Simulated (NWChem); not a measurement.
Species: BiBr2Cl; SMILES [Bi]([Br])([Br])[Cl]

Results from NWChem. Coordinates come from a PBE0/def2-SVP optimisation. def2 effective core potentials on Bi; no spin-orbit coupling.

**Question.** Order these by “orbital gap (eV)”, lowest first: PBE/def2-SVPD; PBE/def2-SVP; PBE/def2-TZVP.

**Answer.** PBE/def2-SVPD (3.71), PBE/def2-SVP (3.80), PBE/def2-TZVP (3.85)
